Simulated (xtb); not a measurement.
xtb input (GFN1-xTB):

```bash
xtb mol.xyz --gfn 1 --sp --chrg 0 --uhf 0
```
mol.xyz:
```
14

B     -0.46528430     0.13659271    -0.03609799
C     -1.57128985     1.22660866    -0.27746799
C     -0.81743948    -1.37355100     0.26455159
O      0.82865959     0.56030363    -0.09904717
C      1.93543708    -0.30933492     0.09754199
H     -2.21023732     0.94194147    -1.12057353
H     -1.16362192     2.21913980    -0.47191157
H     -2.24082805     1.28910215     0.58736112
H     -0.40648384    -1.69338788     1.22833079
H     -0.37582833    -2.04128369    -0.48322054
H     -1.89119820    -1.56131090     0.28348428
H      2.84247699     0.28383801    -0.00678243
H      1.91572596    -0.75603313     1.09427016
H      1.94689307    -1.10973485    -0.64584457
```

Output:

```
           -------------------------------------------------
          |                Calculation Setup                |
           -------------------------------------------------

           -------------------------------------------------
          |                 G F N 1 - x T B                 |
           -------------------------------------------------

        Reference                      10.1021/acs.jctc.7b00118
      * Hamiltonian:
        H0-scaling (s, p, d)           1.850000    2.250000    2.000000
        zeta-weighting                 0.000000
      * Dispersion:
        s8                             2.400000
        a1                             0.630000
        a2                             5.000000
        s9                             0.000000
      * Repulsion:
        kExp                           1.500000
        rExp                           1.000000
      * Coulomb:
        alpha                          2.000000
        third order                    atomic
        anisotropic                    false
      * Halogen bond correction:
        rad-scale                      1.300000
        damping                        0.440000

          ...................................................
          :                      SETUP                      :
          :.................................................:
          :  # basis functions                  38          :
          :  # atomic orbitals                  38          :
          :  # shells                           28          :
          :  # electrons                        30          :
          :  # halogen bonds                     0          :
          :  max. iterations                   250          :
          :  Hamiltonian                  GFN1-xTB          :
          :  restarted?                      false          :
          :  GBSA solvation                  false          :
          :  PC potential                    false          :
          :  electronic temp.          300.0000000     K    :
          :  accuracy                    1.0000000          :
          :  -> integral cutoff          0.2500000E+02      :
          :  -> integral neglect         0.1000000E-07      :
          :  -> SCF convergence          0.1000000E-05 Eh   :
          :  -> wf. convergence          0.2000000E-04 e    :
          :  Broyden damping             0.4000000          :
          :  net charge                          0          :
          :  unpaired electrons                  0          :
          ...................................................

 iter      E             dE          RMSdq      gap      omega  full diag
   1    -17.5155292 -0.175155E+02  0.794E+00    7.09       0.0  T
   2    -17.5692846 -0.537555E-01  0.471E+00    6.57       1.0  T
   3    -17.5684639  0.820726E-03  0.963E-01    5.96       1.0  T
   4    -17.5719047 -0.344085E-02  0.445E-01    6.47       1.0  T
   5    -17.5739192 -0.201447E-02  0.905E-02    6.32       1.0  T
   6    -17.5739869 -0.676500E-04  0.172E-02    6.29       1.6  T
   7    -17.5739886 -0.177454E-05  0.276E-03    6.29       9.7  T
   8    -17.5739887 -0.843359E-07  0.409E-04    6.29      65.3  T
   9    -17.5739887 -0.348830E-09  0.839E-05    6.29     318.6  T
  10    -17.5739887 -0.470237E-10  0.273E-05    6.29     978.2  T

   *** convergence criteria satisfied after 10 iterations ***

         #    Occupation            Energy/Eh            Energy/eV
      -------------------------------------------------------------
         1        2.0000           -0.7833370             -21.3157
       ...           ...                  ...                  ...
         9        2.0000           -0.5121906             -13.9374
        10        2.0000           -0.5048483             -13.7376
        11        2.0000           -0.4998800             -13.6024
        12        2.0000           -0.4949641             -13.4687
        13        2.0000           -0.4810178             -13.0892
        14        2.0000           -0.4759402             -12.9510
        15        2.0000           -0.4357640             -11.8577 (HOMO)
        16                         -0.2047099              -5.5704 (LUMO)
        17                         -0.1441496              -3.9225
        18                         -0.1221696              -3.3244
        19                         -0.1115158              -3.0345
        20                         -0.0853232              -2.3218
       ...                                ...                  ...
        38                          0.5683696              15.4661
      -------------------------------------------------------------
                  HL-Gap            0.2310541 Eh            6.2873 eV
             Fermi-level           -0.3202369 Eh           -8.7141 eV

 SCC (total)                   0 d,  0 h,  0 min,  0.008 sec
 SCC setup                      ...        0 min,  0.000 sec (  1.029%)
 Dispersion                     ...        0 min,  0.000 sec (  0.503%)
 classical contributions        ...        0 min,  0.000 sec (  0.223%)
 integral evaluation            ...        0 min,  0.002 sec ( 22.564%)
 iterations                     ...        0 min,  0.002 sec ( 25.941%)
 molecular gradient             ...        0 min,  0.004 sec ( 48.134%)
 printout                       ...        0 min,  0.000 sec (  1.530%)

         :::::::::::::::::::::::::::::::::::::::::::::::::::::
         ::                     SUMMARY                     ::
         :::::::::::::::::::::::::::::::::::::::::::::::::::::
         :: total energy             -17.374815902881 Eh    ::
         :: gradient norm              0.015367476103 Eh/a0 ::
         :: HOMO-LUMO gap              6.287303077180 eV    ::
         ::.................................................::
         :: SCC energy               -17.573988722116 Eh    ::
         :: -> electrostatic           0.036602186372 Eh    ::
         :: repulsion energy           0.203204231625 Eh    ::
         :: dispersion energy         -0.004031412390 Eh    ::
         :: halogen bond corr.         0.000000000000 Eh    ::
         :: add. restraining           0.000000000000 Eh    ::
         :: total charge              -0.000000000000 e     ::
         :::::::::::::::::::::::::::::::::::::::::::::::::::::

           -------------------------------------------------
          |                Property Printout                |
           -------------------------------------------------

    * Orbital Energies and Occupations

         #    Occupation            Energy/Eh            Energy/eV
      -------------------------------------------------------------
         1        2.0000           -0.7833370             -21.3157
       ...           ...                  ...                  ...
         3        2.0000           -0.6276759             -17.0799
         4        2.0000           -0.6119249             -16.6513
         5        2.0000           -0.6016462             -16.3716
         6        2.0000           -0.5857764             -15.9398
         7        2.0000           -0.5766853             -15.6924
         8        2.0000           -0.5287891             -14.3891
         9        2.0000           -0.5121906             -13.9374
        10        2.0000           -0.5048483             -13.7376
        11        2.0000           -0.4998800             -13.6024
        12        2.0000           -0.4949641             -13.4687
        13        2.0000           -0.4810178             -13.0892
        14        2.0000           -0.4759402             -12.9510
        15        2.0000           -0.4357640             -11.8577 (HOMO)
        16                         -0.2047099              -5.5704 (LUMO)
Note: The following floating-point exceptions are signalling: IEEE_DENORMAL
normal termination of xtb
        17                         -0.1441496              -3.9225
        18                         -0.1221696              -3.3244
        19                         -0.1115158              -3.0345
        20                         -0.0853232              -2.3218
        21                         -0.0745182              -2.0277
        22                         -0.0498184              -1.3556
        23                         -0.0474838              -1.2921
        24                         -0.0409108              -1.1132
        25                         -0.0336863              -0.9166
        26                          0.0644541               1.7539
       ...                                ...                  ...
        38                          0.5683696              15.4661
      -------------------------------------------------------------
                  HL-Gap            0.2310541 Eh            6.2873 eV
             Fermi-level           -0.3202369 Eh           -8.7141 eV

  Mulliken/CM5 charges         n(s)   n(p)   n(d)
     1B     0.38671  0.17680   0.946  1.668  0.000
     2C    -0.19089 -0.27113   1.028  3.163  0.000
     3C    -0.21224 -0.29497   1.034  3.178  0.000
     4O    -0.45294 -0.48653   1.670  4.783  0.000
     5C     0.17135  0.05609   0.968  2.861  0.000
     6H     0.03564  0.09193   0.964  0.000  0.000
     7H     0.04116  0.09926   0.959  0.000  0.000
     8H     0.03564  0.09193   0.964  0.000  0.000
     9H     0.03854  0.09547   0.961  0.000  0.000
    10H     0.03854  0.09547   0.961  0.000  0.000
    11H     0.03056  0.08678   0.969  0.000  0.000
    12H     0.03085  0.09104   0.969  0.000  0.000
    13H     0.02355  0.08392   0.976  0.000  0.000
    14H     0.02355  0.08392   0.976  0.000  0.000

Wiberg/Mayer (AO) data.
largest (>0.10) Wiberg bond orders for each atom

 ---------------------------------------------------------------------------
     #   Z sym  total        # sym  WBO       # sym  WBO       # sym  WBO
 ---------------------------------------------------------------------------
     1   5 B    3.259 --     4 O    1.173     2 C    1.002     3 C    0.988
     2   6 C    3.977 --     1 B    1.002     7 H    0.984     8 H    0.970
                             6 H    0.970
     3   6 C    3.970 --     1 B    0.988    11 H    0.986    10 H    0.969
                             9 H    0.969
     4   8 O    2.208 --     1 B    1.173     5 C    0.936
     5   6 C    3.916 --    12 H    0.987    13 H    0.982    14 H    0.982
                             4 O    0.936
     6   1 H    1.003 --     2 C    0.970
     7   1 H    1.002 --     2 C    0.984
     8   1 H    1.003 --     2 C    0.970
     9   1 H    1.001 --     3 C    0.969
    10   1 H    1.001 --     3 C    0.969
    11   1 H    1.003 --     3 C    0.986
    12   1 H    1.018 --     5 C    0.987
    13   1 H    1.010 --     5 C    0.982
    14   1 H    1.010 --     5 C    0.982
 ---------------------------------------------------------------------------

Topologies differ in total number of bonds
Writing topology from bond orders to xtbtopo.mol

 dipole moment from electron density (au)
     X       Y       Z
   0.2549  -0.6539   0.1375  total (Debye):    1.818

           -------------------------------------------------
          | TOTAL ENERGY              -17.374815902881 Eh   |
          | GRADIENT NORM               0.015367476103 Eh/α |
          | HOMO-LUMO GAP               6.287303077180 eV   |
           -------------------------------------------------

------------------------------------------------------------------------
------------------------------------------------------------------------
 total:
 SCF:
```
